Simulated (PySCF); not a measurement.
Job file and geometry (Å, from GFN2-xTB) of an NMR shielding run on SMILES C/C=C/C[O][AlH2], C4H9AlO, GIAO PBE0/pcSseg-1 NMR shielding, non-relativistic, gas phase in PySCF 2.14.0, density-fitted response routines; density fitting, a coarse starting grid and PySCF grid level 2 are the driver's defaults:

```
$ OMP_NUM_THREADS=1 python probes_run.py task.json out

{"job": {"kind": "nmr", "xc": "PBE0", "basis": "pcSseg-1"}, "charge": 0, "multiplicity": 1}
C     -2.458579     0.374136    -0.407696
C     -0.990590     0.136754    -0.299440
C     -0.414317    -1.051596    -0.316972
C      1.062656    -1.306669    -0.205406
O      1.825758    -0.143020    -0.105108
Al     2.510160     1.344382     0.005115
H     -2.672146     1.028789    -1.251803
H     -3.000034    -0.559499    -0.539633
H     -2.824192     0.868371     0.491751
H     -0.377690     1.027690    -0.194821
H     -0.999986    -1.955931    -0.415448
H      1.248589    -1.932366     0.680162
H      1.392221    -1.873749    -1.087979
H      4.012726     1.470628    -0.261316
H      1.681009     2.580068     0.381026
```

Question: What does the program print?

Answer: 
```
coarse grid: 12640 points
cycle   1  E = -474.9037686388  dE =  5.496e-01  |g| = 7.697e-01  |ddm| = 3.371e+00
cycle   2  E = -474.6592627314  dE =  2.445e-01  |g| = 1.350e+00  |ddm| = 1.685e+00
cycle   3  E = -475.0150770024  dE = -3.558e-01  |g| = 1.432e-01  |ddm| = 1.252e+00
cycle   4  E = -475.0190084532  dE = -3.931e-03  |g| = 5.303e-02  |ddm| = 1.597e-01
cycle   5  E = -475.0196900029  dE = -6.815e-04  |g| = 1.225e-02  |ddm| = 5.186e-02
cycle   6  E = -475.0197149978  dE = -2.499e-05  |g| = 6.768e-03  |ddm| = 1.388e-02
cycle   7  E = -475.0197267361  dE = -1.174e-05  |g| = 4.354e-04  |ddm| = 5.599e-03
cycle   8  E = -475.0197267751  dE = -3.902e-08  |g| = 1.991e-04  |ddm| = 5.515e-04
final grid: 116280 points
cycle   9  E = -475.0661934781  dE = -2.105e-05  |g| = 1.050e-02  |ddm| = 2.324e-02
cycle  10  E = -475.0661728202  dE =  2.066e-05  |g| = 1.516e-02  |ddm| = 1.742e-02
cycle  11  E = -475.0662146550  dE = -4.183e-05  |g| = 1.723e-03  |ddm| = 1.092e-02
cycle  12  E = -475.0662153097  dE = -6.548e-07  |g| = 9.442e-05  |ddm| = 1.479e-03
cycle  13  E = -475.0662153117  dE = -1.982e-09  |g| = 3.551e-05  |ddm| = 1.609e-04
cycle  14  E = -475.0662153119  dE = -2.004e-10  |g| = 1.615e-05  |ddm| = 3.856e-05
converged SCF energy = -475.0662153119

GIAO shielding tensors (ppm)
atom      isotropic    diamagn.    paramagn.     s11        s22        s33       span
  0 C      165.399     246.338     -80.939    152.405    157.780    186.012     33.608
  1 C       57.032     257.199    -200.167    -55.845     55.283    171.658    227.503
  2 C       48.180     259.600    -211.420    -59.749     73.114    131.175    190.924
  3 C      115.189     240.027    -124.838     95.507     99.324    150.737     55.229
  4 O      254.663     399.853    -145.191    190.803    217.896    355.289    164.486
  5 Al     396.686     795.813    -399.127    332.861    382.046    475.149    142.288
  6 H       29.768      28.225       1.542     25.829     27.738     35.735      9.906
  7 H       29.864      29.109       0.754     26.132     29.119     34.339      8.207
  8 H       29.719      28.616       1.103     25.821     27.611     35.725      9.903
  9 H       25.567      35.281      -9.714     22.771     23.527     30.405      7.634
 10 H       25.952      32.927      -6.975     24.415     24.921     28.519      4.104
 11 H       26.680      27.993      -1.313     21.828     26.436     31.777      9.949
 12 H       26.632      27.544      -0.913     21.728     26.450     31.717      9.989
 13 H       27.290      28.885      -1.594     23.565     24.971     33.336      9.770
 14 H       27.063      30.181      -3.118     23.066     25.970     32.154      9.088
```

Size and cost of the density-fitted run: 154 basis functions, 37 s wall time on 1 thread of an Intel Xeon, shared host; peak memory 0.72 GiB.
